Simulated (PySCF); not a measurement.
Record of a relaxation.

Species: C9H13B.
Numbering: `[CH3:1][B:2]([CH3:3])[C@H:4]1[C@H:5]2[CH:6]=[CH:7][C@@H:8]1[CH:9]=[CH:10]2` (hydrogens: H11, H12, H13 on C1; H14, H15, H16 on C3; H17 on C4; H18 on C5; H19 on C6; H20 on C7; H21 on C8; H22 on C9; H23 on C10)

Computed by this run: PBE0-D3(BJ)/def2-SVP geometry optimisation, gas phase (PySCF); density fitting, grid level 1; the optimiser is geomeTRIC in internal coordinates, started from a GFN2-xTB structure. 7 of its 17 geometries are shown. The frame can shift and turn from step to step; on so coarse a grid that alone can change the energy by a few meV, and forces under 0.02 eV/Å are noise.

Step 0: E = -10200.5181 eV, largest atomic force 0.655 eV/Å
```
atom  x, y, z in Å  |  force x, y, z in eV/Å
C1      1.911   -1.394    0.570   -0.016   0.194  -0.489
B2      1.139   -0.603   -0.552    0.083   0.043   0.119
C3      1.912   -0.084   -1.825   -0.512  -0.089   0.262
C4     -0.421   -0.347   -0.437    0.291   0.005   0.140
C5     -1.140   -0.559    0.920   -0.023   0.161  -0.107
C6     -0.511    0.583    1.702    0.182  -0.426   0.160
C7     -0.352    1.593    0.859    0.331   0.215  -0.339
C8     -0.882    1.138   -0.492   -0.079  -0.162   0.080
C9     -2.377    0.943   -0.294    0.063   0.106  -0.428
C10    -2.531   -0.068    0.548   -0.015  -0.433   0.030
H11     1.846   -0.854    1.514   -0.122   0.276   0.398
H12     1.453   -2.365    0.756   -0.300  -0.436   0.085
H13     2.964   -1.559    0.356    0.456  -0.072  -0.114
H14     2.702    0.607   -1.531    0.390   0.278   0.221
H15     1.289    0.421   -2.559   -0.283   0.231  -0.313
H16     2.417   -0.907   -2.330    0.271  -0.417  -0.144
H17    -0.923   -0.918   -1.230   -0.091  -0.170  -0.283
H18    -1.088   -1.541    1.381    0.043  -0.362   0.173
H19    -0.295    0.540    2.753    0.127   0.076   0.631
H20     0.025    2.580    1.048    0.196   0.585   0.220
H21    -0.583    1.734   -1.349    0.116   0.212  -0.323
H22    -3.123    1.567   -0.748   -0.516   0.346  -0.202
H23    -3.437   -0.480    0.951   -0.591  -0.161   0.225
```

Step 3: E = -10200.6280 eV, largest atomic force 0.076 eV/Å
```
atom  x, y, z in Å  |  force x, y, z in eV/Å
C1      1.816   -1.503    0.578   -0.025  -0.007  -0.018
B2      1.079   -0.574   -0.455    0.038   0.038  -0.004
C3      1.876    0.060   -1.654   -0.044  -0.007   0.011
C4     -0.477   -0.320   -0.330   -0.003   0.027   0.010
C5     -1.178   -0.514    1.046   -0.007   0.075  -0.014
C6     -0.515    0.654    1.792    0.000  -0.011  -0.043
C7     -0.383    1.655    0.914   -0.002  -0.040  -0.015
C8     -0.964    1.159   -0.418   -0.021  -0.031   0.037
C9     -2.468    0.942   -0.202    0.045  -0.024   0.005
C10    -2.595   -0.059    0.674    0.028  -0.002  -0.013
H11     1.754   -1.029    1.573    0.004   0.004   0.009
H12     1.280   -2.462    0.682    0.004  -0.028   0.011
H13     2.873   -1.710    0.354   -0.006  -0.005   0.000
H14     2.641    0.739   -1.235    0.009   0.020   0.011
H15     1.276    0.628   -2.379    0.011  -0.001  -0.010
H16     2.448   -0.717   -2.189    0.008  -0.004  -0.011
H17    -0.969   -0.924   -1.120   -0.009  -0.027   0.006
H18    -1.096   -1.496    1.529   -0.002  -0.015   0.011
H19    -0.273    0.660    2.855    0.003  -0.002   0.023
H20    -0.013    2.664    1.097    0.005   0.018   0.005
H21    -0.681    1.735   -1.308   -0.002   0.015  -0.016
H22    -3.256    1.551   -0.647   -0.013   0.013  -0.007
H23    -3.512   -0.457    1.109   -0.020  -0.007   0.011
```

Step 5: E = -10200.6335 eV, largest atomic force 0.086 eV/Å
```
atom  x, y, z in Å  |  force x, y, z in eV/Å
C1      1.781   -1.575    0.541   -0.052  -0.026  -0.062
B2      1.073   -0.583   -0.456    0.011   0.008   0.013
C3      1.897    0.112   -1.599   -0.008   0.020   0.064
C4     -0.485   -0.334   -0.328    0.017  -0.003  -0.021
C5     -1.152   -0.488    1.069   -0.009   0.047   0.001
C6     -0.479    0.708    1.758   -0.014  -0.004  -0.020
C7     -0.378    1.680    0.843    0.001   0.004  -0.003
C8     -0.988    1.135   -0.457   -0.013  -0.011   0.013
C9     -2.484    0.915   -0.197    0.026  -0.009   0.010
C10    -2.581   -0.057    0.717   -0.004  -0.004   0.006
H11     1.715   -1.154    1.560    0.007   0.010   0.009
H12     1.224   -2.527    0.586    0.022  -0.010   0.017
H13     2.836   -1.792    0.320    0.009  -0.001   0.006
H14     2.632    0.772   -1.101    0.004   0.015  -0.025
H15     1.319    0.723   -2.308    0.001  -0.010  -0.015
H16     2.504   -0.620   -2.158    0.007  -0.011  -0.004
H17    -0.982   -0.975   -1.084   -0.004  -0.015   0.011
H18    -1.049   -1.453    1.582   -0.009  -0.005   0.003
H19    -0.217    0.755    2.816    0.006  -0.005   0.002
H20    -0.015    2.699    0.984    0.006   0.004  -0.001
H21    -0.733    1.682   -1.373    0.000   0.013   0.002
H22    -3.288    1.503   -0.639    0.000   0.001  -0.006
H23    -3.484   -0.444    1.190   -0.005  -0.007   0.001
```

Step 8: E = -10200.6368 eV, largest atomic force 0.028 eV/Å
```
atom  x, y, z in Å  |  force x, y, z in eV/Å
C1      1.742   -1.665    0.493    0.011  -0.015   0.001
B2      1.064   -0.599   -0.446   -0.009  -0.012   0.001
C3      1.918    0.165   -1.520    0.027   0.009  -0.002
C4     -0.495   -0.351   -0.321    0.003   0.001  -0.009
C5     -1.134   -0.450    1.095    0.005  -0.014  -0.002
C6     -0.446    0.774    1.718    0.002   0.009   0.012
C7     -0.370    1.707    0.763   -0.003   0.004   0.004
C8     -1.010    1.108   -0.498    0.011   0.009  -0.019
C9     -2.497    0.895   -0.197    0.003  -0.002   0.010
C10    -2.571   -0.038    0.757   -0.027   0.000   0.007
H11     1.681   -1.301    1.535    0.000   0.004  -0.003
H12     1.177   -2.614    0.485   -0.007   0.010   0.002
H13     2.797   -1.883    0.268   -0.002   0.002  -0.001
H14     2.607    0.829   -0.963   -0.011   0.000  -0.002
H15     1.357    0.790   -2.230   -0.007  -0.006   0.000
H16     2.574   -0.522   -2.080    0.000   0.001   0.007
H17    -1.001   -1.036   -1.033   -0.002   0.008   0.000
H18    -1.019   -1.393    1.644   -0.002   0.006  -0.003
H19    -0.156    0.862    2.766    0.001   0.000  -0.005
H20    -0.002    2.730    0.852    0.000  -0.005  -0.002
H21    -0.778    1.621   -1.440    0.003  -0.003   0.004
H22    -3.313    1.462   -0.648    0.004  -0.006   0.002
H23    -3.462   -0.409    1.265    0.002   0.000  -0.002
```

Step 11: E = -10200.6372 eV, largest atomic force 0.098 eV/Å
```
atom  x, y, z in Å  |  force x, y, z in eV/Å
C1      1.711   -1.700    0.505   -0.011   0.029  -0.006
B2      1.057   -0.624   -0.440    0.020   0.023  -0.002
C3      1.933    0.157   -1.486   -0.052  -0.076  -0.033
C4     -0.501   -0.359   -0.330    0.002   0.022   0.037
C5     -1.141   -0.436    1.088   -0.015   0.053  -0.019
C6     -0.436    0.785    1.699    0.012  -0.011   0.007
C7     -0.347    1.709    0.736   -0.004  -0.051  -0.021
C8     -0.995    1.106   -0.520   -0.021  -0.007   0.031
C9     -2.485    0.916   -0.214    0.009  -0.004  -0.021
C10    -2.573   -0.007    0.748    0.036  -0.007  -0.013
H11     1.671   -1.308    1.538    0.006   0.000   0.004
H12     1.114   -2.627    0.525    0.004  -0.019   0.004
H13     2.757   -1.950    0.276   -0.002  -0.014  -0.003
H14     2.533    0.888   -0.913    0.003   0.020   0.029
H15     1.370    0.718   -2.246    0.014   0.011  -0.001
H16     2.665   -0.500   -1.983    0.015   0.017  -0.005
H17    -1.018   -1.042   -1.035    0.008  -0.008  -0.013
H18    -1.039   -1.375    1.645    0.007  -0.007   0.009
H19    -0.138    0.877    2.744   -0.004   0.002   0.018
H20     0.042    2.726    0.813   -0.006   0.009   0.008
H21    -0.756    1.608   -1.466   -0.004   0.003  -0.016
H22    -3.294    1.485   -0.674   -0.009   0.015   0.000
H23    -3.469   -0.365    1.256   -0.009   0.002   0.005
```

Step 13: E = -10200.6387 eV, largest atomic force 0.037 eV/Å
```
atom  x, y, z in Å  |  force x, y, z in eV/Å
C1      1.705   -1.702    0.527   -0.015  -0.004  -0.012
B2      1.058   -0.639   -0.436   -0.006  -0.021  -0.013
C3      1.933    0.126   -1.493   -0.009  -0.001   0.004
C4     -0.497   -0.357   -0.332    0.013   0.024   0.024
C5     -1.154   -0.432    1.078   -0.005  -0.007   0.002
C6     -0.445    0.778    1.704   -0.004   0.003  -0.008
C7     -0.337    1.704    0.744    0.007   0.013   0.003
C8     -0.975    1.113   -0.522   -0.001   0.004  -0.008
C9     -2.470    0.937   -0.236    0.004  -0.008   0.003
C10    -2.577    0.011    0.722   -0.017  -0.003   0.005
H11     1.696   -1.274    1.547    0.005   0.001   0.001
H12     1.088   -2.615    0.593    0.005   0.003   0.004
H13     2.739   -1.986    0.287    0.004   0.000   0.000
H14     2.476    0.901   -0.916   -0.002   0.003  -0.005
H15     1.372    0.649   -2.281    0.002  -0.002  -0.001
H16     2.712   -0.505   -1.949    0.007   0.001   0.007
H17    -1.013   -1.031   -1.046    0.006  -0.004  -0.004
H18    -1.067   -1.375    1.634   -0.001   0.000  -0.005
H19    -0.164    0.865    2.754   -0.001  -0.001  -0.005
H20     0.055    2.719    0.832   -0.002   0.000   0.000
H21    -0.721    1.617   -1.464    0.005  -0.001   0.005
H22    -3.268    1.518   -0.701    0.004  -0.001   0.003
H23    -3.482   -0.338    1.220    0.002   0.000   0.000
```

Step 16: E = -10200.6399 eV, largest atomic force 0.022 eV/Å
```
atom  x, y, z in Å  |  force x, y, z in eV/Å
C1      1.681   -1.728    0.557    0.002  -0.006  -0.003
B2      1.056   -0.672   -0.426   -0.003  -0.001  -0.001
C3      1.942    0.081   -1.482    0.011   0.013   0.015
C4     -0.492   -0.353   -0.333    0.002   0.011   0.007
C5     -1.174   -0.417    1.065   -0.002  -0.001  -0.003
C6     -0.458    0.782    1.704    0.002  -0.001   0.001
C7     -0.318    1.707    0.747    0.001  -0.003  -0.001
C8     -0.941    1.126   -0.531   -0.004  -0.005   0.000
C9     -2.444    0.972   -0.272    0.000   0.002  -0.002
C10    -2.583    0.048    0.684    0.003  -0.001  -0.001
H11     1.731   -1.246    1.552    0.001   0.001  -0.001
H12     1.028   -2.606    0.695   -0.003   0.000   0.000
H13     2.694   -2.068    0.298   -0.002  -0.001  -0.001
H14     2.362    0.945   -0.927   -0.004   0.002  -0.007
H15     1.390    0.505   -2.335   -0.002  -0.008  -0.004
H16     2.804   -0.498   -1.845   -0.002  -0.003  -0.001
H17    -1.009   -1.017   -1.056    0.000  -0.002  -0.001
H18    -1.112   -1.361    1.622    0.002   0.001   0.001
H19    -0.194    0.863    2.759    0.000   0.001   0.001
H20     0.087    2.715    0.843   -0.001   0.001   0.001
H21    -0.661    1.625   -1.467    0.001   0.000  -0.001
H22    -3.223    1.567   -0.750   -0.001   0.001   0.000
H23    -3.503   -0.287    1.165   -0.001   0.001   0.001
```

Task: Summarise the path.

Result: The energy falls by 2.81 kcal/mol from step 0 to step 16; nine tenths of that is first reached at step 3. It never rises by more than 0.2 meV. The largest force goes from 0.655 to 0.022 eV/Å. Among the bonds C3–H14 changes most, from 1.090 to 1.109 Å; the atoms move by 0.323 Å rms after alignment.

Task: Follow the three bonds and two angles with the largest change from start to end.

Result: 
```json
{"step": "0", "E above end (kcal/mol)": "2.81", "largest force (eV/Å)": "0.655", "C3–H14 (Å)": "1.090", "C1–H11 (Å)": "1.089", "C7–H20 (Å)": "1.074", "B2–C3–H14 (°)": "110.2", "B2–C3–H16 (°)": "110.7"}
{"step": "1", "E above end (kcal/mol)": "0.42", "largest force (eV/Å)": "0.144", "C3–H14 (Å)": "1.106", "C1–H11 (Å)": "1.106", "C7–H20 (Å)": "1.092", "B2–C3–H14 (°)": "109.5", "B2–C3–H16 (°)": "109.7"}
{"step": "2", "E above end (kcal/mol)": "0.34", "largest force (eV/Å)": "0.044", "C3–H14 (Å)": "1.105", "C1–H11 (Å)": "1.105", "C7–H20 (Å)": "1.091", "B2–C3–H14 (°)": "108.9", "B2–C3–H16 (°)": "109.9"}
{"step": "3", "E above end (kcal/mol)": "0.28", "largest force (eV/Å)": "0.076", "C3–H14 (Å)": "1.105", "C1–H11 (Å)": "1.104", "C7–H20 (Å)": "1.090", "B2–C3–H14 (°)": "108.0", "B2–C3–H16 (°)": "110.4"}
{"step": "4", "E above end (kcal/mol)": "0.22", "largest force (eV/Å)": "0.074", "C3–H14 (Å)": "1.106", "C1–H11 (Å)": "1.104", "C7–H20 (Å)": "1.090", "B2–C3–H14 (°)": "107.2", "B2–C3–H16 (°)": "110.8"}
{"step": "5", "E above end (kcal/mol)": "0.15", "largest force (eV/Å)": "0.086", "C3–H14 (Å)": "1.107", "C1–H11 (Å)": "1.104", "C7–H20 (Å)": "1.091", "B2–C3–H14 (°)": "106.5", "B2–C3–H16 (°)": "111.3"}
{"step": "6", "E above end (kcal/mol)": "0.10", "largest force (eV/Å)": "0.065", "C3–H14 (Å)": "1.108", "C1–H11 (Å)": "1.105", "C7–H20 (Å)": "1.091", "B2–C3–H14 (°)": "106.2", "B2–C3–H16 (°)": "111.7"}
{"step": "7", "E above end (kcal/mol)": "0.09", "largest force (eV/Å)": "0.066", "C3–H14 (Å)": "1.108", "C1–H11 (Å)": "1.105", "C7–H20 (Å)": "1.091", "B2–C3–H14 (°)": "106.3", "B2–C3–H16 (°)": "111.7"}
{"step": "8", "E above end (kcal/mol)": "0.07", "largest force (eV/Å)": "0.028", "C3–H14 (Å)": "1.107", "C1–H11 (Å)": "1.105", "C7–H20 (Å)": "1.091", "B2–C3–H14 (°)": "106.6", "B2–C3–H16 (°)": "111.6"}
{"step": "9", "E above end (kcal/mol)": "0.07", "largest force (eV/Å)": "0.029", "C3–H14 (Å)": "1.107", "C1–H11 (Å)": "1.105", "C7–H20 (Å)": "1.091", "B2–C3–H14 (°)": "106.8", "B2–C3–H16 (°)": "111.5"}
{"step": "10", "E above end (kcal/mol)": "0.06", "largest force (eV/Å)": "0.057", "C3–H14 (Å)": "1.106", "C1–H11 (Å)": "1.105", "C7–H20 (Å)": "1.091", "B2–C3–H14 (°)": "106.9", "B2–C3–H16 (°)": "111.5"}
{"step": "11", "E above end (kcal/mol)": "0.06", "largest force (eV/Å)": "0.098", "C3–H14 (Å)": "1.106", "C1–H11 (Å)": "1.105", "C7–H20 (Å)": "1.091", "B2–C3–H14 (°)": "106.6", "B2–C3–H16 (°)": "112.0"}
{"step": "12", "E above end (kcal/mol)": "0.05", "largest force (eV/Å)": "0.085", "C3–H14 (Å)": "1.107", "C1–H11 (Å)": "1.106", "C7–H20 (Å)": "1.091", "B2–C3–H14 (°)": "106.2", "B2–C3–H16 (°)": "112.4"}
{"step": "13", "E above end (kcal/mol)": "0.03", "largest force (eV/Å)": "0.037", "C3–H14 (Å)": "1.108", "C1–H11 (Å)": "1.106", "C7–H20 (Å)": "1.091", "B2–C3–H14 (°)": "105.3", "B2–C3–H16 (°)": "113.2"}
{"step": "14", "E above end (kcal/mol)": "0.02", "largest force (eV/Å)": "0.038", "C3–H14 (Å)": "1.109", "C1–H11 (Å)": "1.106", "C7–H20 (Å)": "1.091", "B2–C3–H14 (°)": "104.9", "B2–C3–H16 (°)": "113.6"}
{"step": "15", "E above end (kcal/mol)": "0.01", "largest force (eV/Å)": "0.026", "C3–H14 (Å)": "1.109", "C1–H11 (Å)": "1.106", "C7–H20 (Å)": "1.091", "B2–C3–H14 (°)": "104.6", "B2–C3–H16 (°)": "114.0"}
{"step": "16", "E above end (kcal/mol)": "0.00", "largest force (eV/Å)": "0.022", "C3–H14 (Å)": "1.109", "C1–H11 (Å)": "1.107", "C7–H20 (Å)": "1.091", "B2–C3–H14 (°)": "104.5", "B2–C3–H16 (°)": "114.3"}
```

The cost below is that of the whole optimisation. The run took about 17 min of CPU time (one thread, shared machine).
